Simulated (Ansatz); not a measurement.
## Four-centre ligand exchange

Start structure (Si$_{2}$NH$_{9}$O, singlet), relaxed at PBE0-D4/def2-TZVP:

```xyz
13
angstrom
Si -0.2669 0.0787 -0.2648
H 1.1954 0.3126 -0.1490
O -0.6132 -1.0704 0.8854
Si -0.0699 -1.8589 2.1955
H -0.6806 -0.5567 -1.5372
H -1.0915 1.2503 0.1162
H 0.6432 2.6979 -1.6700
N 0.2526 1.8576 -2.0790
H -0.7826 -1.3919 3.4157
H 1.3909 -1.6314 2.3868
H -0.3084 -3.3181 2.0385
H -0.5872 2.1218 -2.5800
H 0.9182 1.5085 -2.7581
```

The step: Si₂H₆O ([SiH3][O][SiH3]) + NH₃ → Si₂NH₇O ([NH2][SiH2][O][SiH3]) + H₂; bonds formed: Si1–N8, H2–H7; bonds broken: Si1–H2, H7–N8. Program: Ansatz 0.2.0. Basis: def2-TZVPP and def2-QZVPP. Cores are frozen in the correlated methods. Extrapolation: Hartree–Fock as exp(−7.88 √X), correlation as X^−2.97. Energies below are by CCSD(T) at an estimated basis limit (MP2 extrapolated from triple and quadruple zeta, plus CCSD(T) − MP2 in triple zeta).

**Question.** What are the electronic barrier and the energy of the step, from the start structure to the end structure? (An estimate is asked for; the value comes from the calculation.)

**Answer.** The calculation gives: Barrier 44.09 kcal/mol; step energy -8.18 kcal/mol (downhill); reverse barrier, their difference, 52.26 kcal/mol. Barrier and step energy count from the start structure, the reverse barrier from the end structure.

The saddle point: One imaginary mode of 1260i cm⁻¹.
| pair | start (Å) | saddle (Å) | end (Å) |
| --- | --- | --- | --- |
| Si1–N8 | 2.59 | 1.87 | 1.70 |
| H2–H7 | 2.88 | 1.19 | 0.75 |
| Si1–H2 | 1.49 | 1.94 | 3.52 |
| H7–N8 | 1.01 | 1.18 | 3.43 |

Zero-point energy (harmonic, PBE0-D4): ZPE is 58.01 kcal/mol at the start and 55.48 kcal/mol at the saddle, so the barrier goes from 44.09 to 41.56 kcal/mol.

No T1 diagnostic of these runs exceeds 0.012.

Labels in which every atom is bracketed show which atoms are joined, not bond orders.

For scale, one of the runs: CCSD(T)/def2-TZVPP, 272 basis functions, launched by `ansatz run in.yaml --threads 8 --pin off --events-out ev --progress --plain --max-ram 19148MiB`. Hardware: 8 CPU threads of an Arm Neoverse V1, shared host. Wall time 94 s; peak host memory 6.9 GiB.
